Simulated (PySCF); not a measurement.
# Electron correlation in P⁺ (phosphorus, charge +1)

[Ne] 3s2 3p1 3d1, one real determinant (an excited configuration). Computed with PySCF 2.14 in dyall-av2z (13s9p2d, 50 functions), with no relativity, point nucleus. Frozen: [Ne]; 4 electrons correlated; the 16 highest virtual orbitals of each spin left out.

MP2 pair energies summed by pair of shells (mhartree):

| pair | energy | share (%) |
| --- | --- | --- |
| 3s-3s | -22.37 | 39.8 |
| 3s-3p | -16.88 | 30.1 |
| 3s-3d | -14.56 | 25.9 |
| 3p-3d | -2.32 | 4.1 |

Total MP2 correlation energy: -56.13 mhartree.

Same-spin part -6.23 and opposite-spin part -49.90 mhartree; SCS-MP2 scales them by 1/3 and 6/5 to -61.96 mhartree.

The reference is one real determinant that mixes LS terms of this configuration.
